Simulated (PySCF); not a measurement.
Geometry:
```json
{"atom": "C1", "x (Å)": "3.085", "y (Å)": "-0.019", "z (Å)": "0.034"}
{"atom": "C2", "x (Å)": "1.639", "y (Å)": "-0.436", "z (Å)": "0.097"}
{"atom": "O3", "x (Å)": "1.271", "y (Å)": "-1.531", "z (Å)": "0.453"}
{"atom": "O4", "x (Å)": "0.810", "y (Å)": "0.505", "z (Å)": "-0.283"}
{"atom": "Si5", "x (Å)": "-0.854", "y (Å)": "0.200", "z (Å)": "-0.397"}
{"atom": "C6", "x (Å)": "-1.554", "y (Å)": "1.959", "z (Å)": "-0.500"}
{"atom": "N7", "x (Å)": "-0.979", "y (Å)": "-0.458", "z (Å)": "-1.998"}
{"atom": "Si8", "x (Å)": "-1.438", "y (Å)": "-1.162", "z (Å)": "1.380"}
{"atom": "H9", "x (Å)": "3.190", "y (Å)": "1.003", "z (Å)": "0.385"}
{"atom": "H10", "x (Å)": "3.694", "y (Å)": "-0.696", "z (Å)": "0.627"}
{"atom": "H11", "x (Å)": "3.411", "y (Å)": "-0.060", "z (Å)": "-1.004"}
{"atom": "H12", "x (Å)": "-2.610", "y (Å)": "1.920", "z (Å)": "-0.740"}
{"atom": "H13", "x (Å)": "-1.452", "y (Å)": "2.488", "z (Å)": "0.442"}
{"atom": "H14", "x (Å)": "-1.058", "y (Å)": "2.543", "z (Å)": "-1.267"}
{"atom": "H15", "x (Å)": "-0.429", "y (Å)": "-1.277", "z (Å)": "-2.214"}
{"atom": "H16", "x (Å)": "-1.894", "y (Å)": "-0.554", "z (Å)": "-2.407"}
{"atom": "H17", "x (Å)": "-2.824", "y (Å)": "-0.881", "z (Å)": "1.801"}
{"atom": "H18", "x (Å)": "-0.610", "y (Å)": "-0.953", "z (Å)": "2.571"}
{"atom": "H19", "x (Å)": "-1.409", "y (Å)": "-2.583", "z (Å)": "1.030"}
```

PySCF 2.14 calculation with PBE0/pcSseg-1 with gauge-including orbitals and geometry: GFN2-xTB; one conformer, isolated molecule, equivalent nuclei averaged, no relativistic terms.

Scale: ¹³C (σ = 186.93 ppm), ¹H (σ = 31.72 ppm), ²⁹Si (σ = 349.16 ppm) vs TMS; H2O for ¹⁷O (σ = 336.08 ppm); ¹⁵N (σ = 267.73 ppm) against NH3 (reference shieldings calculated alike).

| atoms | nucleus | count | Hirshfeld charge | δ (ppm) |
| --- | --- | --- | --- | --- |
| H17/H18/H19 | ¹H | 3 | -0.08 | ? |
| N7 | ¹⁵N | 1 | -0.32 | 29.1 |
| H12/H13/H14 | ¹H | 3 | 0.04 | 0.29 |
| Si8 | ²⁹Si | 1 | 0.18 | -118.1 |
| H9/H10/H11 | ¹H | 3 | 0.06 | ? |
| H15/H16 | ¹H | 2 | 0.12 | 0.38 |
| C1 | ¹³C | 1 | -0.12 | 24.6 |
| O3 | ¹⁷O | 1 | -0.24 | 448.1 |
| O4 | ¹⁷O | 1 | -0.18 | 241.6 |
| C6 | ¹³C | 1 | -0.22 | ? |
| C2 | ¹³C | 1 | 0.22 | 179.9 |
| Si5 | ²⁹Si | 1 | 0.39 | ? |

Question: Estimate the values marked ?.

Answer: 
- C6: 2.4 ppm, methyl carbon bonded to Si; an electropositive neighbour leaves it electron-rich and shielded
- H17/H18/H19: 3.44 ppm, hydrogen on a silicon bonded to Si
- H9/H10/H11: 2.17 ppm, hydrogen on a methyl carbon α to a carbonyl; α to C=O
- Si5: 9.4 ppm, silicon bonded to C, N, O, Si

The OH or NH signal is concentration- and solvent-dependent in practice; the value given is the gas-phase one. Shifts are as computed. Against solution values, carbons near 30 ppm lie about +3 ppm off and those near 130 ppm about +5 ppm. Of 1309 compounds with measured shifts, 239 miss one by over three times the rms of a fit or turn the order of signals round; such compounds aren't used in these exercises. Unscaled 17O shifts of doubly bonded oxygen tend to come out too high, by tens of ppm or more. Experimental scales use liquid or dissolved standards, which lie at an offset from isolated NH3 (liquid NH3: subtract about 20 ppm) and H2O (liquid H2O: subtract about 36 ppm).
